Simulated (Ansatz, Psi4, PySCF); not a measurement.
sulfur tetrafluoride (F₄S), singlet, geometry from GFN2-xTB. Base run: PBE0/STO-3G (PySCF).

Geometry (Å):
```xyz
5

F     -0.2335     1.3705    -0.1884
S     -0.2350    -0.1909     0.2279
F     -1.1949    -0.5133    -1.1270
F      0.7956     0.1890     1.5142
F      1.0507    -0.7068    -0.6039
```
All else is at PySCF's defaults.

The same geometry, method and basis name were run in Ansatz (a quantum-chemistry and plane-wave program) and Psi4 and PySCF, at each program's defaults and at the settings that a row names. The base is PySCF at its defaults. Differences at the defaults can come from grids, fitting, cores and function types together.

```tsv
code and settings	ΔE vs base (µEh)	basis functions	E (Eh)	SCF cycles	dipole (D)
PySCF, defaults (exact integrals, its default grid, spherical functions)	0.0	29	-786.66029	8	0.31
Psi4, defaults (density fitting with its default set, its default grid, spherical functions)	-1971	29	-786.66226	7	0.31
Ansatz, defaults (factorised integrals, its default grid, spherical functions)	-3.2	29	-786.66030	-	-
PySCF, density fitting with def2-universal-jkfit	-1990	29	-786.66228	8	0.31
PySCF, fine grid	-8.1	29	-786.66030	8	0.31
Psi4, exact integrals, spherical functions, fine grid	-7.2	29	-786.66030	10	0.31
Ansatz, high accuracy	-5.1	29	-786.66030	-	-
```
